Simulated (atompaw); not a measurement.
**What one change does to a pseudopotential (scandium, PAW (atompaw))**

atompaw 4.2.0.5 input, output lines left out:

```
Sc 21
GGA-PBE scalarrelativistic loggrid 1500 logderivrange -6 5 276
4 4 3 0 0 0
4 0 1
4 1 0
3 2 2
0 0 0
c
c
v
v
c
v
v
v
2
2.55 2.30 1.85 1.70
n
n
y
1.45
n
custom polynom2 7 10 vanderbiltortho besselshape
3 0 troulliermartins
1.90
2.55
1.30
2.55
2.55
1.35
```

Change: local potential troulliermartins scheme with l = 3 at 0 Ry, radius 1.66 bohr.

Cutoffs: the cutoffs (Ry, on a coarse ladder) from which the occupation-weighted sum of valence levels, in a spherical-Bessel basis at the reference potential, stays within 10 and 1 mRy of its value at 400 Ry; they do not see the model core or the augmentation charge, which bear on the density cutoff.

Question: What does the change do?

Answer: The potential gets neither clearly harder nor softer (50 Ry and 260 Ry → 50 Ry and 260 Ry); the range in which the d phases agree widens (upper end 2.2 → at the end of the scan); neither file shows a bound ghost.

| quantity | base | changed |
| --- | --- | --- |
| cutoff, loose | 50 Ry | 50 Ry |
| cutoff, tight | 260 Ry | 260 Ry |
| bound ghosts | none | none |
| s: phases at 2.55 bohr within 0.05 rad from the reference energy up to (Ry; the scan ends near 5) | 0.5 | 0.4 |
| p: phases at 2.55 bohr within 0.05 rad from the reference energy up to (Ry; the scan ends near 5) | 0.4 | 0.4 |
| d: phases at 2.55 bohr within 0.05 rad from the reference energy up to (Ry; the scan ends near 5) | 2.2 | to the end of the scan |
| lowest overlap eigenvalue by channel | s 0.40, p 0.49, d 0.96 | s 0.39, p 0.49, d 0.96 |

 The cutoffs see the waves, projectors and local potential, not the compensation charge or the core.
